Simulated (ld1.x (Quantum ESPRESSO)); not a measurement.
**Pt (Z = 78), TM: configuration errors across variants**

ld1.x (Quantum ESPRESSO) 7.5 input, shortened:

```
&input
   title='Pt', zed=78., rel=1, dft='PBESOL', iswitch=3,
   config='[Xe] 4f14 5d9 6s0 6p1'
 /
 &inputp
   pseudotype=2, tm=.true., lloc=-1, rcloc=1.35,
   nlcc=.false.
 /
3
6S  1  0   0.00   0.00  1.75  1.75  0.0
6P  2  1   1.00   0.00  2.40  2.40  0.0
5D  3  2   9.00   0.00  1.80  1.80  0.0
 &test
   configts(1)='5d9 6s0 6p1'
 /
```

All-electron excitation energies from the reference (eV): (1) 5d9 6s1 6p0 -5.134; (2) 5d9 6s0 6p0 4.091; (3) 5d8 6s0 6p0 24.087; (4) 5d9.5 6s0.5 6p0 -5.252; (5) 5d9 6s0.5 6p0 -1.422; (6) 5d7 6s0 6p0 56.335; (7) 5d8 6s1 6p1 1.493.

A true bound ghost makes a file unfit for plane-wave use even where its test errors are small: the radial tests pick states by their node count and pass the ghost by.

Errors AE − PS in meV (a dash: test not solved or not reliable):

```tsv
change	(1)	(2)	(3)	(4)	(5)	(6)	(7)	bound ghosts
base	+4.2	-2.7	+2.2	-3.4	+0.6	-48	-14	s, p
core correction a·sin(br)/r model core inside 0.90 bohr	+1.0	-5.9	-22	-6.5	-0.6	-161	-31	s, p
core correction a·sin(br)/r model core inside 1.16 bohr	+1.1	-5.9	-22	-6.5	-0.6	-162	-31	s, p
core correction a·sin(br)/r model core inside 1.76 bohr	+2.3	-5.6	-22	-6.8	-0.4	-156	-23	s, p
core correction a·sin(br)/r model core inside 2.10 bohr	+4.4	-5.4	-21	-6.3	+0.2	-137	-14	s, p
```

Question: Give the same row for: core correction a·sin(br)/r model core inside 1.54 bohr.

Answer: +1.6, -5.7, -22, -6.6, -0.5, -161, -28; bound ghosts: s, p.
